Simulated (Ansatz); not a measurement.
Process, species as SMILES: BN (BNH4) -> B[NH-] + H+

Wanted: gas-phase deprotonation energy (electronic), in kcal/mol. Set-up: dispersion terms only where a functional's name holds one; spin-orbit terms left out; non-relativistic. Ab initio and DFT rows: single points at B3LYP-D3(BJ) geometries (Ansatz, a program for electronic structure). Sets without +, aug- or the D of def2-TZVPD hold no diffuse functions, which anions need.

| species | coefficient | E at B3LYP/STO-3G (Ansatz), Eh | E at B3LYP/def2-TZVPD (Ansatz), Eh |
|---|---|---|---|
| BN (BNH4) | -1 | -80.99507 | -82.08218 |
| B[NH-] | +1 | -80.23566 | -81.46342 |
| H+ | +1 | 0.00000 | 0.00000 |

 1 Eh = 627.5095 kcal/mol.

**Question.** Work the quantity out at each level.

**Answer.** 
- B3LYP/STO-3G: the sum of coefficient times E is 0.75941 Eh, or 476.54 kcal/mol. Result: 476.5 kcal/mol.
- B3LYP/def2-TZVPD: the sum of coefficient times E is 0.61876 Eh, or 388.28 kcal/mol. Result: 388.3 kcal/mol.
